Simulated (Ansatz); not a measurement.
Geometry optimisation, Ansatz, RHF/def2-SVP.

Input file:

```yaml
crystal:
  periodic: [false, false, false]
  atoms:
    - { symbol: C, position_ang: [-1.4433, -0.5821, 0.4229] }
    - { symbol: C, position_ang: [-0.0674, -0.0132, 0.5185] }
    - { symbol: Ge, position_ang: [1.2217, -1.0908, -0.497] }
    - { symbol: C, position_ang: [0.5067, 0.7088, -0.6707] }
    - { symbol: Se, position_ang: [1.7077, 2.1098, -0.2891] }
    - { symbol: H, position_ang: [-1.7132, -0.9219, -0.6032] }
    - { symbol: H, position_ang: [-1.6109, -1.347, 1.1572] }
    - { symbol: H, position_ang: [-2.165, 0.3012, 0.6293] }
    - { symbol: H, position_ang: [0.2885, 0.3799, 1.548] }
    - { symbol: H, position_ang: [2.5273, -1.216, 0.419] }
    - { symbol: H, position_ang: [0.504, -2.2978, -1.0954] }
    - { symbol: H, position_ang: [-0.2396, 0.8132, -1.5132] }
    - { symbol: H, position_ang: [0.5039, 3.1209, -0.0115] }
basis:
  gaussian: { orbitals: def2-SVP }
hamiltonian:
  xc: hf
relax:
  f_tol: 0.015
  max_steps: 40
output:
  orbitals: {}
```

Launched with:

```bash
$ ansatz run input.yaml --threads 2 --pin off --max-ram 3072MiB --backend cpu --events-out ev --progress --plain --runs-dir out
```

Task: Where does it end, and by what steps?

Result: The run converged. After 11 steps the energy has fallen by 1.032 eV; H11 moved furthest, 0.48 Å.

| step | energy less start (eV) | largest force component (eV/Å) | accepted |
| --- | --- | --- | --- |
| 0 | 0.0000 | 2.999 | yes |
| 1 | -0.8962 | 0.718 | yes |
| 2 | -1.0003 | 0.393 | yes |
| 3 | -1.0222 | 0.181 | yes |
| 4 | -1.0268 | 0.114 | yes |
| 5 | -1.0190 | 0.202 | no |
| 6 | -1.0311 | 0.021 | yes |
| 7 | -1.0317 | 0.035 | yes |
| 8 | -1.0321 | 0.025 | yes |
| 9 | -1.0263 | 0.247 | no |
| 10 | -1.0321 | 0.022 | yes |
| 11 | -1.0322 | 0.008 | yes |

```xyz
13
Properties=species:S:1:pos:R:3
C -1.574 -0.458 0.484
C -0.095 -0.127 0.536
Ge 1.294 -1.159 -0.353
C 0.527 0.609 -0.659
Se 1.573 2.205 -0.387
H -1.855 -0.923 -0.462
H -1.848 -1.147 1.285
H -2.178 0.448 0.598
H 0.221 0.274 1.494
H 2.679 -1.260 0.260
H 0.909 -2.250 -1.340
H -0.123 0.686 -1.525
H 0.492 3.065 0.085
```

Time of the run: 69 s on 2 threads of Intel(R) Xeon(R) Platinum 8259CL CPU @ 2.50GHz (Skylake/Cascade Lake), on a shared host, peak memory 0.5 GiB.
